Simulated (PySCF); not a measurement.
Run record for `CO[C@@H](C(N)=O)C(F)(F)F`: BLYP/6-31G, TDA, 12 singlets.

Method: TDA BLYP/6-31G, vertical, gas phase, core orbitals frozen in the response (PySCF 2.14.0, density-fitted response routines). Geometry: GFN2-xTB. A driver script takes a list of jobs; this job's settings line and coordinates (Å) are shown.

Command:
```bash
OMP_NUM_THREADS=1 python probes_run.py task.json out
```

Input:
```
{"job": {"kind": "uv", "xc": "BLYP", "basis": "6-31G", "nstates": 12, "ntriplets": 0, "tda": true}, "charge": 0, "multiplicity": 1}
C      1.979062    -0.562817     0.514258
O      0.812884     0.183850     0.797760
C      0.066220     0.511249    -0.345971
C     -0.774725    -0.680824    -0.880160
N     -1.259587    -1.444723     0.110218
O     -0.937132    -0.872215    -2.058149
C     -0.884634     1.638009     0.066071
F     -1.663770     2.033277    -0.944241
F     -1.700391     1.263810     1.061309
F     -0.224817     2.717958     0.493212
H      2.454010    -0.745629     1.474973
H      2.658268     0.003579    -0.130084
H      1.736028    -1.514361     0.031440
H      0.697419     0.893537    -1.162574
H     -1.107260    -1.194151     1.073366
H     -1.859174    -2.221603    -0.112838
```

Output:
```
coarse grid: 14560 points
cycle   1  E = -660.0789779216  dE =  1.922e+00  |g| = 1.455e+00  |ddm| = 4.122e+00
cycle   2  E = -657.7043858522  dE =  2.375e+00  |g| = 3.615e+00  |ddm| = 7.332e+00
cycle   3  E = -660.3759717748  dE = -2.672e+00  |g| = 7.501e-01  |ddm| = 6.460e+00
cycle   4  E = -660.4880285317  dE = -1.121e-01  |g| = 2.526e-01  |ddm| = 1.045e+00
cycle   5  E = -660.4991889701  dE = -1.116e-02  |g| = 9.139e-02  |ddm| = 3.015e-01
cycle   6  E = -660.5010858412  dE = -1.897e-03  |g| = 2.442e-02  |ddm| = 1.126e-01
cycle   7  E = -660.5012114950  dE = -1.257e-04  |g| = 9.477e-03  |ddm| = 2.663e-02
cycle   8  E = -660.5012298273  dE = -1.833e-05  |g| = 2.660e-03  |ddm| = 1.283e-02
cycle   9  E = -660.5012311339  dE = -1.307e-06  |g| = 6.825e-04  |ddm| = 3.633e-03
final grid: 145288 points
cycle  10  E = -660.4415334556  dE = -5.677e-06  |g| = 1.379e-02  |ddm| = 3.188e-02
cycle  11  E = -660.4414224807  dE =  1.110e-04  |g| = 2.743e-02  |ddm| = 3.319e-02
cycle  12  E = -660.4415600068  dE = -1.375e-04  |g| = 7.048e-03  |ddm| = 2.841e-02
cycle  13  E = -660.4415703787  dE = -1.037e-05  |g| = 7.961e-04  |ddm| = 8.153e-03
cycle  14  E = -660.4415705004  dE = -1.217e-07  |g| = 2.152e-04  |ddm| = 9.256e-04
cycle  15  E = -660.4415705104  dE = -1.003e-08  |g| = 7.834e-05  |ddm| = 3.545e-04
cycle  16  E = -660.4415705117  dE = -1.238e-09  |g| = 1.232e-05  |ddm| = 8.296e-05
cycle  17  E = -660.4415705117  dE = -3.820e-11  |g| = 3.951e-06  |ddm| = 1.870e-05
converged SCF energy = -660.4415705117

Static polarisability (au): isotropic 52.149, principal 45.803 54.031 56.612

Singlet excitations
state   eV       nm        f      main configurations
  1   5.0612    245.0   0.00414   H->L 0.99
  2   6.3145    196.3   0.00250   H-2->L 0.96
  3   6.5305    189.9   0.00816   H->L+1 0.93
  4   7.2058    172.1   0.01730   H->L+2 0.48, H-1->L 0.22, H-1->L+1 0.21
  5   7.3535    168.6   0.02222   H->L+2 0.46, H-1->L+1 0.40
  6   7.5083    165.1   0.00425   H-3->L 0.98
  7   7.6297    162.5   0.00587   H->L+3 0.96
  8   7.8224    158.5   0.05733   H-2->L+1 0.30, H-1->L+1 0.28, H-1->L 0.18
  9   8.0468    154.1   0.03112   H->L+4 0.73, H-2->L+1 0.21
 10   8.1599    151.9   0.02627   H-2->L+1 0.41, H->L+4 0.12, H-1->L 0.10
 11   8.3502    148.5   0.00401   H->L+5 0.88, H-4->L 0.08
 12   8.4184    147.3   0.01637   H-1->L+2 0.79, H-1->L+3 0.10
```

The SCF starts on a coarse grid where the log names one; the energy can jump when the final grid takes over, and dE then counts from the start density on the new grid. H and L stand for HOMO and LUMO; the number after each pair is its weight.

Question: Give the mean polarisability as a volume in Å³, and the ratio of the largest to the smallest principal value.

Answer: 52.149 au × 0.148185 = 7.73 Å³; 56.612/45.803 = 1.24.

Question: How does the lowest singlet excitation compare with the HOMO–LUMO gap?

Answer: HOMO -5.49 eV and LUMO -0.66 eV give a gap of 4.83 eV; S1 at 5.06 eV lies 0.23 eV above it.

In short: SCF converged in 17 cycles with 102 basis and 920 fitting functions; HOMO -5.49 eV, LUMO -0.66 eV; lowest singlet 5.06 eV; mean polarisability 52.1 au.

Time: 20 s; peak memory 0.50 GiB. Hardware: one thread, Arm Neoverse V2 (aarch64), no GPU, on a shared host.

Conformer computed: `[CH3:1][O:2][C@@H:3]([C:4]([NH2:5])=[O:6])[C:7]([F:8])([F:9])[F:10]`: C1–O2–C3–C4 78°, O2–C3–C4–N5 36°, O2–C3–C7–F8 180°, H–N5–C4–C3 3°, H–N5–C4–C3 177°.

One conformer stands for the species.
